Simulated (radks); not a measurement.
Spin polarisation of the 4f9 shell in neutral terbium. Start: [Xe] 4f(up 4.5, down 4.5) 6s2; electrons of 4f are moved from spin down to spin up, other shells keep equal spins. All-electron calculation, non-relativistic Kohn-Sham, PBE, spin-polarised, spherical densities, point nucleus. Program: a radial shooting solver on a logarithmic mesh with Libxc functionals.

[
 {"moment (Bohr magnetons)": "0", "E - E(0) (eV)": "0.000", "e(4f up) (eV)": "-6.747", "e(4f down) (eV)": "-6.747", "6s down minus up (eV)": "0.000", "5p down minus up (eV)": "0.000", "5s down minus up (eV)": "0.000"},
 {"moment (Bohr magnetons)": "1", "E - E(0) (eV)": "-0.189", "e(4f up) (eV)": "-7.111", "e(4f down) (eV)": "-6.354", "6s down minus up (eV)": "0.023", "5p down minus up (eV)": "0.277", "5s down minus up (eV)": "0.361"},
 {"moment (Bohr magnetons)": "2", "E - E(0) (eV)": "-0.757", "e(4f up) (eV)": "-7.446", "e(4f down) (eV)": "-5.933", "6s down minus up (eV)": "0.046", "5p down minus up (eV)": "0.554", "5s down minus up (eV)": "0.723"},
 {"moment (Bohr magnetons)": "3", "E - E(0) (eV)": "-1.702", "e(4f up) (eV)": "-7.751", "e(4f down) (eV)": "-5.483", "6s down minus up (eV)": "0.069", "5p down minus up (eV)": "0.833", "5s down minus up (eV)": "1.087"},
 {"moment (Bohr magnetons)": "4", "E - E(0) (eV)": "-3.024", "e(4f up) (eV)": "-8.024", "e(4f down) (eV)": "-5.003", "6s down minus up (eV)": "0.092", "5p down minus up (eV)": "1.113", "5s down minus up (eV)": "1.453"},
 {"moment (Bohr magnetons)": "5", "E - E(0) (eV)": "-4.723", "e(4f up) (eV)": "-8.265", "e(4f down) (eV)": "-4.493", "6s down minus up (eV)": "0.117", "5p down minus up (eV)": "1.397", "5s down minus up (eV)": "1.822"}
]

At moment 5 the spin-polarisation energy is -4.723 eV and the 4f exchange splitting 3.772 eV, that is 0.754 eV per Bohr magneton; E = -I m^2/4 would give I = 0.756 eV.
